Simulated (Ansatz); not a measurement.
Species: Cl₃Ga, SMILES `[Cl][Ga]([Cl])[Cl]` (charge 0, multiplicity 1).

### Question
Give a relaxed geometry from PBE-D3(BJ)/def2-TZVP (Ansatz, a program for electronic structure).

### Answer
the end point of this relaxation (outside a Z-matrix the atoms follow the SMILES, hydrogens last).
Cartesian coordinates (Å) in one orientation:
```xyz
4

Cl    -1.069    -1.841    -0.026
Ga     0.000     0.000     0.000
Cl    -1.059     1.847    -0.017
Cl     2.129    -0.006     0.043
```
